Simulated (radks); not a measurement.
Values are calculated unless marked as measured or tabulated.
The mean radii <r> (bohr) of the occupied orbitals of an atom or ion are listed with their occupations. Level of theory: Dirac Kohn-Sham, PBEsol, spin-unpolarised, spherical densities, point nucleus (a radial shooting solver on a logarithmic mesh with Libxc functionals).

| orbital | occ. | <r> |
|---|---|---|
| 1s1/2 | 2 | 0.04148 |
| 2s1/2 | 2 | 0.1800 |
| 2p1/2 | 2 | 0.1541 |
| 2p3/2 | 4 | 0.1579 |
| 3s1/2 | 1 | 0.4419 |

Name the element and its charge. Open shells, if any, fill j = l - 1/2 first.

Answer. Z = 36, krypton, charge +25: Kr25+ in [Ne] 3s1. The 1s radius gives Z: for a bare nucleus <r> = (2 gamma + 1)/(2Z) with gamma = sqrt(1 - (Z/c)^2), 0.04069 bohr for Z = 36, and screening makes it slightly larger (0.04148 here). The occupations add up to 11, and the charge is Z minus that.
